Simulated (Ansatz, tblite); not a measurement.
Forces on the cluster SiSn2⁻ at its r2SCAN-D4/def2-TZVPD geometry. Total charge -1; doublet.

In the def2 sets Sn takes a core potential; there is no spin–orbit coupling. The xTB rows come from tblite. Correlated methods freeze 13 core orbitals; core or outer-core shells of Sn are correlated, in sets that lack core-valence functions. The structure comes from a short search, and lower isomers may exist.

GFN2-xTB (tblite), largest force 1.60 eV/Å:

```xyz
3
positions Å, forces eV/Å
Si    0.762   -0.238   -1.086   -0.909    0.286    1.283
Sn    0.628   -0.555    1.397   -0.030    0.180   -1.045
Sn   -1.390    0.793   -0.311    0.939   -0.465   -0.238
```

B2PLYP/def2-TZVPD (Ansatz), largest force 0.18 eV/Å:

```
Si 0.096 -0.027 -0.153
Sn 0.037 -0.045 0.157
Sn -0.133 0.072 -0.005
```
